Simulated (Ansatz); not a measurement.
`[CH3][SnH2][GaH2]` + `[AsH3]` → `[GaH2][AsH2]` + `[CH3][SnH3]` at 298.15 K and 1 bar (cleavage of the Ga–Sn bond).

Isolated molecules relaxed with PBE0-D4/def2-TZVP in Ansatz; ΔE leaves out vibrations. CCSD(T)/CBS is the MP2 limit (def2-TZVPP, def2-QZVPP) plus CCSD(T) − MP2 in def2-TZVPP, frozen cores. Elements past krypton have def2 core potentials. For As, Ga, Sn outer-core shells are correlated without core-valence functions, which leaves a few kJ/mol of doubt a bond. Scalar relativity is left out up to krypton.

```csv
species,CCSD(T)/CBS energy (Eh),H − E (kJ/mol),S (J/(mol·K))
`[CH3][SnH2][GaH2]`,-2180.20945,186.9,380.3
`[AsH3]`,-2236.79077,67.8,222.9
`[GaH2][AsH2]`,-4161.33979,90.7,303.5
`[CH3][SnH3]`,-255.66383,162.1,284.7
```

H − E and S are ideal-gas, rigid-rotor, harmonic terms from PBE0-D4/def2-TZVP. 1 Eh = 2625.50 kJ/mol, R = 8.31446 J/(mol·K).

Problem. By hand: ΔE, ΔH, ΔS and ΔG.

Solution. ΔE = (-4161.33979) + (-255.66383) − (-2180.20945) − (-2236.79077) = -0.00340 Eh = -8.9 kJ/mol. Δ(H − E) = 90.7 + 162.1 − 186.9 − 67.8 = -1.9, so ΔH = -10.8 kJ/mol. ΔS = 303.5 + 284.7 − 380.3 − 222.9 = -15.0 J/(mol·K). ΔG = -10.8 − 298.15 × (-15.0)/1000 = -6.3 kJ/mol.

Problem. By hand: the equilibrium constant, and the temperature at which ΔG would vanish if ΔH and ΔS stayed fixed.

Solution. log₁₀ K = −ΔG/(RT ln 10) = 1.1. ΔG = 0 at ΔH/ΔS = 720 K, though so small a ΔS makes that figure unsure.

TΔS isn't small against ΔH here. A doubt of 5 kJ/mol in ΔE shifts log₁₀ K by 0.9 here. Modes under 60 cm⁻¹, often nearly free rotors, make the harmonic entropy too high. These are equilibria of isolated gas molecules and say nothing of rates. Largest T1 diagnostic: 0.013 (customary marks: 0.02 for closed shells, 0.045 for open ones).
